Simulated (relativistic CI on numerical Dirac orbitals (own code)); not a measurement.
**Mn+ in a cubic cluster: 2p photoemission with charge transfer**

Computed with a charge-transfer multiplet model of a cubic metal-ligand cluster with up to 3 ligand holes, Slater and spin-orbit integrals from Dirac-Coulomb-Breit ions, Slater integrals scaled by 0.8. The parameters are those of a tetrahedral site (10Dq negative, t2 hopping the larger). The ground state mixes d6 with configurations of k ligand holes L, whose averages lie at kΔ + k(k − 1)U_dd/2; a core hole lowers each added d electron by U_cd. 20 K, Lorentzian 0.6 eV and Gaussian 0.8 eV FWHM.

Atomic integrals in eV (Slater integrals scaled, ζ unscaled), ground: F2dd 7.203, F4dd 4.433, zeta_d 0.031; with the core hole: F2dd 8.873, F4dd 5.517, zeta_d 0.052, zeta_core 6.792, F2cd 5.084, G1cd 3.747, G3cd 2.127.

Cluster parameters (eV): U_dd = 5.9, U_cd = 7.3, 10Dq = -0.4, 10Dq(ligand) = 0, V(eg) = 0.65, V(t2g) = -1.1, final-state hopping factor = 1.

```tsv
Case	n_d	d6	d7L	d8L2	d9L3	S
Δ = 4.2 eV	6.10	0.90	0.10	0.00	0.00	2.00
Δ = 6.2 eV	6.06	0.94	0.06	0.00	0.00	2.00
Δ = 8.2 eV	6.04	0.96	0.04	0.00	0.00	2.00
```

Weights, n_d and S are thermal averages at 20 K. Binding energies count from the first peak over 30 % of the highest in each spectrum, which can be another peak from case to case. The parameters are a model scan and need not match a compound or its usual spin state. Peaks in eV (height, largest 100):
- Δ = 4.2 eV: 0.0 (92), 0.8 (94), 4.5 (100), 11.5 (61), 15.8 (54)
- Δ = 6.2 eV: 0.0 (100), 0.5 (99), 4.3 (60), 11.6 (62), 15.1 (30)
- Δ = 8.2 eV: 0.0 (94), 0.7 (100), 4.4 (28), 11.8 (62)

Curve for Δ = 8.2 eV (points under 2 left out, the grid thinned):

```tsv
E (eV)	Intensity
-3.4	2.4
-2.9	3.2
-2.4	4.6
-1.9	7.4
-1.4	15.6
-0.9	43.0
-0.4	85.4
0.1	93.9
0.7	100.0
1.2	84.3
1.7	58.4
2.2	44.2
2.7	33.6
3.2	28.1
3.7	27.6
4.2	28.1
4.7	27.6
5.2	24.1
5.7	18.0
6.2	12.0
6.7	9.4
7.2	8.9
7.8	7.8
8.3	7.0
8.8	6.9
9.3	7.5
9.8	9.4
10.3	16.8
10.8	36.7
11.3	55.6
11.8	62.5
12.3	50.2
12.8	32.2
13.3	21.4
13.8	15.2
14.3	13.7
14.8	13.3
15.4	11.8
15.9	10.6
16.4	8.2
16.9	5.7
17.4	4.4
17.9	4.0
18.4	3.2
18.9	2.0
```

For the case Δ = 6.2 eV, Δ = 6.2 eV is larger than U_dd = 5.9 eV, the Mott-Hubbard side of the Zaanen-Sawatzky-Allen scheme. With the core hole the configuration with one ligand hole lies at Δ − U_cd = -3.1, -1.1, 0.9 eV from the one without, in the order of the table; where this is negative the screened configuration lies lower, though the effective hopping of about 2.0 eV (from the holes of the mixed ground state) mixes the two strongly wherever it is as large as the gap.
